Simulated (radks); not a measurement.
Effect of the nuclear size on neutral thallium, [Hg] 6p1. Calculated with a radial shooting solver on a logarithmic mesh with Libxc functionals: Dirac Kohn-Sham, PBE, spin-unpolarised, spherical densities, finite nucleus; open shells are shared between the two j in proportion to 2j + 1; Fermi nuclear charge, rms radius 5.4759 fm. The rms radius is varied about that value; shifts are against it.

rms radius (fm),total energy shift (eV),density at nucleus (e/bohr^3),1s1/2 shift (meV),2s1/2 shift (meV),5s1/2 shift (meV),5p1/2 shift (meV),6s1/2 shift (meV),6p1/2 shift (meV),6p3/2 shift (meV)
4.4519,-40.8,2.754e+06,-16300,-2450,-28.6,0.555,-2.51,0.383,0.381
5.0324,-18.3,2.615e+06,-7300,-1100,-12.8,0.247,-1.12,0.171,0.171
5.4759,0,2.523e+06,0.000,0.000,0.000,0.000,0.000,0.000,0.000
5.7716,12.7,2.467e+06,5060,762,8.87,-0.170,0.780,-0.119,-0.118
6.1768,30.7,2.398e+06,12300,1840,21.5,-0.411,1.89,-0.287,-0.286

Slopes of the eigenvalues against <r^2> in GHz/fm^2, as finite differences over the two radii next to the reference (eigenvalue slopes, not the field-shift constants of lines): 1s1/2 374000, 2s1/2 56400, 5s1/2 656, 5p1/2 -12.6, 6s1/2 57.6, 6p1/2 -8.78, 6p3/2 -8.75.
